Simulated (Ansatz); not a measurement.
The cluster KBr₂⁻. The state is a triplet with charge -1. Geometry PBE-D4/def2-TZVP, that of the neutral doublet; atoms count from 1.

Cartesian coordinates in Å:
```
K -1.688 0.416 -0.297
Br 0.650 0.039 1.598
Br 1.039 -0.455 -1.301
```

The highest occupied level of the charge -1 triplet lies above zero (up to 0.46 eV). By energy differences its removal costs 0.62 eV (vertical, to the charge 0 doublet, at PBE0-D4/def2-TZVPD); a positive level beside a positive removal energy at the same level points to self-interaction error. At PBE0-D4/def2-TZVPD a singlet of charge -1 lies 1.13 eV below the triplet at the same geometry. The structure comes from a short search, and lower isomers may exist.

Q: Estimate the Mulliken populations from the PBE0/def2-TZVPD orbitals of Ansatz.

A: 
```
atom  charge (e)  spin (α − β)
  K1       -0.14          1.07
 Br2       -0.43          0.46
 Br3       -0.43          0.46
```
Mulliken values and Mayer orders depend strongly on the basis. With diffuse functions, as here, like atoms can get unlike values, and bond orders can come out too low or too high.

Q: Where does the spin sit?

A: Summed by element: K 1.07, Br 0.93, of 2 unpaired in all. Largest on single atoms: K1 1.07, Br2 0.46, Br3 0.46.
